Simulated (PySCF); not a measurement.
A series of related molecules

Level of theory: TDDFT PBE0/def2-SVPD circular dichroism and optical rotation, one conformer, gas phase (PySCF). Geometry: GFN2-xTB.

Each molecule in one low-energy conformer. The parent is CC(=O)[C@@H]1CC[C@@H]1N.

The molecule is flexible and this is one conformer; a measurement averages over conformers.

How does the specific rotation at 589.3 nm (origin-invariant length gauge) change along this series?
- CC(=O)[C@@H]1CC[C@@H]1N (base)
- CC(=O)[C@H]1CC[C@@H]1N (diastereomer)


| molecule | [α]589 (deg dm⁻¹ (g/mL)⁻¹) | S1 (eV) | R(S1), velocity form (10⁻⁴⁰ esu² cm²) |
| --- | --- | --- | --- |
| CC(=O)[C@@H]1CC[C@@H]1N | +155.0 | 4.45 | -7.8 |
| CC(=O)[C@H]1CC[C@@H]1N | +227.2 | 4.42 | -2.8 |

The specific rotation at 589.3 nm (origin-invariant length gauge) is lowest for CC(=O)[C@@H]1CC[C@@H]1N and highest for CC(=O)[C@H]1CC[C@@H]1N.
